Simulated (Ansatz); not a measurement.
Molecule: C₆H₁₄S, net charge 0, singlet state. 
Structure (B3LYP-D3(BJ)/def2-TZVP (Ansatz, a first-principles code) minimum search):
SMILES: C(CC)CCSC
```xyz
21

C     -4.0240     0.6980    -0.4231
C     -2.6320     0.9168     0.1623
C     -1.6161    -0.1222    -0.3064
C     -0.2219     0.0896     0.2813
C      0.7784    -0.9545    -0.1996
S      2.4513    -0.8050     0.5000
C      3.0148     0.7162    -0.3087
H     -4.7289     1.4538    -0.0722
H     -4.0029     0.7437    -1.5147
H     -4.4186    -0.2814    -0.1420
H     -2.2738     1.9159    -0.1064
H     -2.6863     0.8977     1.2555
H     -1.5582    -0.1021    -1.4005
H     -1.9742    -1.1231    -0.0401
H      0.1313     1.0895     0.0140
H     -0.2688     0.0603     1.3732
H      0.8565    -0.9459    -1.2900
H      0.4490    -1.9549     0.0890
H      4.0565     0.8562    -0.0235
H      2.4446     1.5852     0.0166
H      2.9575     0.6218    -1.3938
```
Charge 0, spin multiplicity 1.

Basis-set convergence of Hartree-Fock and CCSD correlation energies (hartree) with Ansatz. Correlated levels leave the core frozen unless marked. No spin-orbit coupling. No relativistic terms.

```csv
basis,functions,E(HF),"E(corr, CCSD)"
cc-pV(D+d)Z,177,-632.91251,-1.10365
cc-pV(T+d)Z,415,___,___
```

**Question.** Fill in the missing entries.

**Answer.** 
- cc-pV(T+d)Z, E(HF): -632.99503
- cc-pV(T+d)Z, E(corr, CCSD): -1.32009
